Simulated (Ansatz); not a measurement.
A nudged elastic band was laid between two geometries of CH$_{9}$ClSi$_{3}$ (14 atoms, charge 0, multiplicity 1).

Level of theory: Ansatz 0.2.0, RKS B3LYP/STO-3G.

```
movable images  : 7
climbing image  : yes
spring          : 5.0 eV/Å²
optimiser       : quadratic models (default)
start path      : IDPP
force threshold : 0.05 eV/Å
iteration limit : 44
end points      : relaxed
```

Initial state:

```xyz
14
Properties=species:S:1:pos:R:3
Si -1.315 1.767 0.875
Si 0.612 0.619 1.134
Si 0.645 -1.393 0.101
C 0.238 -1.282 -1.751
Cl 1.369 -0.117 -2.656
H -1.251 3.045 1.547
H -2.430 1.032 1.427
H -1.600 2.009 -0.520
H 0.844 0.385 2.543
H 1.727 1.410 0.662
H -0.349 -2.292 0.650
H 1.932 -2.042 0.217
H -0.784 -0.914 -1.944
H 0.348 -2.256 -2.257
```

Final state:

```xyz
14
Properties=species:S:1:pos:R:3
Si -1.562 1.394 1.125
Si 0.346 0.212 1.369
Si 0.687 -1.353 -0.229
C 0.649 -0.640 -1.989
Cl 1.886 0.729 -2.224
H -1.599 2.077 -0.147
H -1.692 2.384 2.169
H -2.717 0.527 1.190
H 0.326 -0.471 2.645
H 1.481 1.107 1.403
H -0.346 -2.368 -0.214
H 1.958 -2.022 -0.066
H -0.330 -0.205 -2.254
H 0.898 -1.400 -2.749
```

(1) What changes between the two ends?

(2) What energy profile does the band end with?

(3) What is the geometry of the highest image?

## Answers

(1) No bond is made or broken. The dihedral H6–Si1–Si2–Si3 goes from -179 to -59°. The two ends are copies of one structure, up to a mirror image or an exchange of like atoms.

(2) The forces met the threshold. The highest image is number 4 of 0 to 8, 2.1 kJ/mol above the ends, which have the same energy within 2 meV. A vibrational analysis at the climbing image gives one clearly imaginary mode, 68i cm⁻¹: a first-order saddle point. Limits of this set-up: minimal basis.

| image | path coordinate (Å) | energy (kJ/mol) | dihedral H6–Si1–Si2–Si3 (°) |
| --- | --- | --- | --- |
| 0 | 0.00 | 0.0 | -179 |
| 1 | 0.58 | 0.3 | -165 |
| 2 | 1.16 | 1.1 | -150 |
| 3 | 1.74 | 1.8 | -135 |
| 4 | 2.32 | 2.1 | -119 |
| 5 | 2.90 | 1.8 | -104 |
| 6 | 3.48 | 1.0 | -89 |
| 7 | 4.06 | 0.3 | -74 |
| 8 | 4.64 | 0.0 | -59 |

(3) 
```xyz
14
Properties=species:S:1:pos:R:3:forces:R:3
Si -1.534 1.482 1.069 -0.01 0.01 0.00
Si 0.368 0.287 1.341 0.00 0.00 0.02
Si 0.675 -1.375 -0.162 0.00 0.00 0.00
C 0.613 -0.772 -1.960 0.00 0.00 -0.01
Cl 1.835 0.589 -2.292 0.00 0.00 0.00
H -1.246 2.875 0.817 0.00 -0.01 0.00
H -2.357 1.407 2.254 0.00 0.00 -0.01
H -2.323 0.990 -0.038 0.02 -0.01 0.00
H 0.367 -0.322 2.654 0.00 0.00 0.00
H 1.515 1.168 1.306 0.00 0.00 0.00
H -0.361 -2.382 -0.066 0.00 0.00 0.00
H 1.947 -2.039 0.023 0.00 0.00 0.00
H -0.372 -0.361 -2.240 0.00 0.00 0.00
H 0.859 -1.575 -2.676 0.00 0.00 0.00
```

Time of the run: 2.1 min on 1 thread of Arm Neoverse V1, with other jobs on the host, peak memory 0.14 GiB.
